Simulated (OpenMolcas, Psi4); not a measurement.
A ladder of methods for CH2NSn (SMILES N#[C][SnH2])

The species is CH2NSn (5 atoms), meant as a doublet with charge 0. SMILES: `N#[C][SnH2]`. Geometry: relaxed at PBE0-D4/def2-TZVP.

```xyz
5

N     0.8338   -1.5357    1.6656
C     0.5060   -0.8515    0.7960
Sn    0.0096    0.3311   -0.8863
H    -1.6485    0.0382   -1.1840
H     0.3490    1.9444   -0.4326
```

Each level gives the electronic atomisation energy (eV). The values are calculated. Electronic energies at fixed atoms, without zero-point motion or spin-orbit coupling.

```tsv
level	kind	program	value (eV)	less CCSD(T)/def2-SVPD	CPU time (all runs)
UHF/def2-SVPD (core potential)	Hartree–Fock	Psi4	10.63	-5.15	26 s
USVWN5/def2-SVPD (core potential)	LDA	OpenMolcas	19.62	+3.84	54 s
U-revPBE/def2-SVPD (core potential)	GGA	OpenMolcas	16.64	+0.86	70 s
UBLYP/def2-SVPD (core potential)	GGA	OpenMolcas	16.92	+1.14	70 s
U-r2SCAN/def2-SVPD (core potential)	meta-GGA	OpenMolcas	16.61	+0.83	2.1 min
UBHLYP/def2-SVPD (core potential)	global hybrid	OpenMolcas	15.79	+0.01	68 s
UM06-2X/def2-SVPD (core potential)	hybrid meta-GGA	Psi4	16.54	+0.76	83 s
U-wB97X-V/def2-SVPD (core potential)	range-separated hybrid	Psi4	16.91	+1.13	3.2 min
UMP2/def2-SVPD (core potential)	perturbation theory	Psi4	16.18	+0.40	27 s
ROCCSD(T)/def2-SVPD (core potential)	coupled cluster or CI	OpenMolcas	15.78	0.00	83 s
```

ROCCSD(T)/def2-SVPD (core potential) is the highest level here, not the true value. The values span 10.63 to 19.62 eV. In the correlated wave-function rows the outer d shell of Sn is correlated, in sets not made for it. CPU times are rough (shared hosts, several kinds of processor): they show what a rung costs within a factor of a few.
